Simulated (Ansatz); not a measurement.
Ansatz (a quantum-chemistry and plane-wave program) input (CCSD(T)/cc-pV(D+d)Z):
A basis named .json is the Basis Set Exchange file of that set.

Ansatz 0.2 input:
```yaml
crystal:
  periodic: [false, false, false]
  atoms:
    - {symbol: Si, position_ang: [-0.39151830, 0.06835040, 0.00801849]}
    - {symbol: O, position_ang: [0.99881330, -0.43193933, 0.73948910]}
    - {symbol: C, position_ang: [2.26127412, -0.43929443, 0.10347133]}
    - {symbol: N, position_ang: [-1.48031889, 0.05851883, 1.32821649]}
    - {symbol: N, position_ang: [-0.45907901, 1.63741128, -0.66493133]}
    - {symbol: N, position_ang: [-0.60002972, -0.95594118, -1.35880120]}
    - {symbol: H, position_ang: [2.98667313, -0.88153342, 0.78749845]}
    - {symbol: H, position_ang: [2.24396616, -1.02548576, -0.82042508]}
    - {symbol: H, position_ang: [2.58756641, 0.57742992, -0.13922523]}
    - {symbol: H, position_ang: [-1.28534210, -0.51661115, 2.13119079]}
    - {symbol: H, position_ang: [-2.46733292, 0.20407346, 1.19733653]}
    - {symbol: H, position_ang: [-0.55521186, 2.44675033, -0.07477591]}
    - {symbol: H, position_ang: [-0.04298551, 1.85532662, -1.55474885]}
    - {symbol: H, position_ang: [-1.31819120, -0.75680496, -2.03677490]}
    - {symbol: H, position_ang: [-0.45004370, -1.94869196, -1.27046288]}
basis:
  gaussian:
    orbitals: cc-pV_D+d_Z.json
magnetization: {spin_polarized: false}
correlation: {method: ccsd_t, electrons: outside_noble_gas}
```

End of the output:

```
integrals: 0.32 GiB planned
1308 factors; integrals over basis functions are off by at most 1.3e-3 eV
mean field: 0.77 GiB planned
mean field evaluation 1: about -15516.1391 eV, gradient 5.1e1 eV
mean field evaluation 2: about -15516.2707 eV, gradient 5.1e1 eV
mean field evaluation 4: about -15521.6908 eV, gradient 3.7e0 eV
mean field evaluation 8: about -15521.7380 eV, gradient 1.8e-4 eV
mean field evaluation 16: about -15521.5351 eV, gradient 3.7e0 eV
mean field -15521.73795555 eV, -570.4133488546 hartree, gradient 6.7e-7 eV, S^2 0.000000; 0 other end points of the search recorded, 0 dependent functions left out
10 core orbitals not correlated
reference -15521.73795555 eV, -570.4133488546 hartree; 19, 19 occupied and 109, 109 virtual orbitals, 1308 factors
second order -25.43802469 eV of doubles, -0.00000000 eV of singles
coupled cluster: 1.04 GiB planned
cycle   1  -26.24738115 eV  change   -8.1e-1 eV  update   9.9e-2
cycle   2  -26.82401731 eV  change   -5.8e-1 eV  update   2.8e-2
cycle   3  -26.95552145 eV  change   -1.3e-1 eV  update   1.3e-2
cycle   4  -26.95173728 eV  change    3.8e-3 eV  update   2.8e-3
cycle   5  -26.95143517 eV  change    3.0e-4 eV  update   1.0e-3
cycle   6  -26.95171358 eV  change   -2.8e-4 eV  update   3.1e-4
cycle   7  -26.95154414 eV  change    1.7e-4 eV  update   1.0e-4
cycle   8  -26.95149561 eV  change    4.9e-5 eV  update   3.3e-5
cycle   9  -26.95149194 eV  change    3.7e-6 eV  update   1.2e-5
perturbative correction -0.66881682 eV, -0.0245785649 hartree
Total energy: -15549.35826431 eV, -571.4283764799 hartree
```
